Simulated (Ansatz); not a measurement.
CH$_{5}$BClFSn (`[CH3][SnH]([F])[BH]Cl`). Charge 0, multiplicity 1. Sn: def2 effective core potential.

Z-matrix (Å, degrees):
```
C
Sn 1 2.132
H 1 1.091 2 110.2
H 1 1.090 2 109.1 3 -120.1
H 1 1.090 2 109.5 3 120.3
F 2 1.939 1 103.6 3 -178.4
B 2 2.255 1 116.3 3 -63.4
H 2 1.712 1 111.8 3 70.7
Cl 7 1.736 2 119.4 1 62.0
H 7 1.191 2 123.6 1 -117.6
```

Question: List the harmonic frequencies (cm⁻¹, unscaled) at PBE0-D4/def2-TZVP in Ansatz. (An estimate is asked.)

Answer: The calculation gave: 32, 66, 80, 125, 153, 178, 477, 503, 543, 569, 599, 694, 760, 787, 855, 1028, 1224, 1448, 1452, 1924, 2658, 3070, 3166, 3174.

Question: Is this a minimum?

Answer: Yes, all 24 modes are real.

Question: Give the ideal-gas thermochemistry at 298.15 K and 1 bar (rigid rotor, harmonic oscillator; point group C1, symmetry number 1).

Answer: Zero-point energy 152.9 kJ/mol; H(298) − E = 178.0 kJ/mol; entropy 403.5 J/(mol·K), of which translation 175.0, rotation 120.2, vibration 108.2; G(298) − E = 57.7 kJ/mol. Modes under 100 cm⁻¹ are hindered rotations or soft bends, so the harmonic entropy is rough.
